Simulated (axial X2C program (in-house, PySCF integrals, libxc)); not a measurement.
**InI: from the spin-free to the two-component result**

Calculated with an axial X2C code built on PySCF integrals. Spin-free means the one-electron spin-free X2C Hamiltonian; two-component (2c) means X2C with spin–orbit coupling and atomic mean-field two-electron Coulomb and Gaunt terms, so the difference of the two also holds small scalar two-electron terms. Basis: I dyall-cv3z [11s12p8d4f1g], In dyall-cv3z [11s12p9d4f1g] (cores contracted in-house); Gaussian nuclei, density fitting, unrestricted open shells. Masses: I 126.904 u, In 114.904 u.

Spin-free state: M_S = 0, Λ = 0 (closed shell); fragments I + In.

```
  level  Re (Å)  ωe (cm⁻¹)  De (eV)  μ (D)
   PBE0   2.774      173.5    3.661   3.51
     HF   2.815      166.6    2.614   4.02
    MP2   2.796      174.3    3.609    n/a
   CCSD   2.801      172.6    3.415    n/a
CCSD(T)   2.801      173.1    3.507    n/a
  PBE50   2.754      178.2    3.596   3.52
```

Correlated methods: 10 electrons correlated (number of frozen shells: I 4 s, 3 p, 2 d; In 4 s, 3 p, 2 d), 308 virtual spin orbitals or spinors in MP2, 90 natural virtuals in coupled cluster.

Dipoles are positive if In is the positive end.

Two-component determinant lowest at the distance of the search:

Ω = 0 (closed shell); fragments I + In.

```json
{"level": "PBE0", "Re (Å)": "2.776", "ωe (cm⁻¹)": "172.7", "De (eV)": "n/a", "μ (D)": "3.44"}
{"level": "HF", "Re (Å)": "2.817", "ωe (cm⁻¹)": "166.2", "De (eV)": "2.140", "μ (D)": "3.95"}
{"level": "MP2", "Re (Å)": "2.798", "ωe (cm⁻¹)": "173.8", "De (eV)": "3.186", "μ (D)": "n/a"}
{"level": "CCSD", "Re (Å)": "2.803", "ωe (cm⁻¹)": "172.1", "De (eV)": "2.987", "μ (D)": "n/a"}
{"level": "CCSD(T)", "Re (Å)": "2.803", "ωe (cm⁻¹)": "172.5", "De (eV)": "3.081", "μ (D)": "n/a"}
{"level": "PBE50", "Re (Å)": "2.756", "ωe (cm⁻¹)": "177.6", "De (eV)": "n/a", "μ (D)": "3.45"}
```

From the two tables, how do the constants change at the CCSD(T) level (2c against spin-free)?

At the CCSD(T) level Re rises by 0.002 Å and ωe drops by 0.6 cm⁻¹; De changes by -0.426 eV.

One determinant describes the state; a PBE0 search over occupations chose it and may have missed a lower one. Closed shells are restricted here (equal orbitals for both partners); the stretched side of such a curve lies too high. Dissociation energies refer to the lowest single-determinant-based atoms at the same level and basis. De is not given where an atomic determinant may have missed its ground term or J level, or where the truncated virtual space spoils (T). CCSD and (T) use frozen natural virtuals with an MP2 correction for the truncation; (T) itself is uncorrected, so its De runs slightly low. Without a current term, density functionals place determinants with orbital angular momentum somewhat too high. With the outer-core shells frozen, correlated bond lengths of heavy atoms tend to come out a few hundredths of an ångström too long.
